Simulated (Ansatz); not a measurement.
Cost and result for the atomization energy of `C#[C][AlH][CH2]C` (12 atoms, 11 bonds).

```xyz
12

C     2.5055   -0.6247    1.6450
C     1.4426   -0.9294    1.1502
Al   -0.2401   -1.3723    0.3551
C    -1.1968   -0.0161   -0.6731
C    -0.5283    1.3531   -0.7843
H     3.4420   -0.3610    2.0823
H    -0.8016   -2.8395    0.5628
H    -2.1993    0.0805   -0.2337
H    -1.3837   -0.4345   -1.6717
H     0.4549    1.2840   -1.2564
H    -0.3697    1.8048    0.1981
H    -1.1254    2.0551   -1.3742
```

Total charge 0; spin multiplicity 1. All single points use the PBE0-D4/def2-TZVP geometry. It is one conformer, not always the lowest. Program: Ansatz. All runs use 4 threads of an Arm Neoverse V1 on a shared host. Times are those of one run each, without the atoms' runs, and a repeat can differ threefold. Electronic energies, without spin–orbit coupling; frozen cores. CCSD(T)/CBS adds CCSD(T) − MP2 in def2-TZVPP to the MP2 limit, and its time is that of the two runs behind it. T1 = 0.011. B3LYP takes the VWN-RPA correlation (the form of Gaussian; ORCA's B3LYP/G).

CCSD(T)/CBS is a level of theory with its own doubt, some kJ/mol a heavy atom from the limit and from the frozen cores, so smaller differences don't rank the functionals.

```tsv
level	functions	wall time	atomization (kJ/mol)	difference from CCSD(T)/CBS	per bond
PBE-D4/def2-TZVPP (with forces)	264	2.8 s	4747.5	80.4	7.3
PBE0-D4/def2-TZVPP	264	3 s	4681.6	14.5	1.3
r2SCAN-D4/def2-TZVPP (with forces)	264	5.5 s	4678.9	11.8	1.1
B3LYP-D4/def2-TZVPP (with forces)	264	5.5 s	4666.6	-0.5	0.0
B2PLYP/def2-TZVPP	264	6 s	4630.7	-36.4	-3.3
ωB97X-V/def2-TZVPP	264	8.5 s	4664.7	-2.4	-0.2
ωB97M-V/def2-TZVPP (with forces)	264	13 s	4678.4	11.3	1.0
MP2/def2-QZVPP	508	25 s	4696.7	29.6	2.7
CCSD(T)/def2-TZVPP	264	2.6 min	4560.6	-106.5	-9.7
CCSD(T)/CBS(def2)	–	3 min	4667.1	0.0	0.0
```

From PBE to PBE0 (25 % exact exchange), in def2-TZVPP and without D4, the atomization energy moves by −62.8 kJ/mol: exact exchange takes away binding that semilocal exchange gives to molecules. The D4 term adds +34.0 kJ/mol with B3LYP and +18.1 kJ/mol with PBE0; it sums over pairs of atoms, weighted by their polarisabilities, and B3LYP, whose exchange is more repulsive, gets the larger term. In def2-TZVPP, CCSD(T) changes the Hartree–Fock value by +1052.6 kJ/mol (the triples alone add +66.8 kJ/mol) and MP2 by +1126.0 kJ/mol; breaking electron pairs costs correlation energy, which Hartree–Fock lacks.
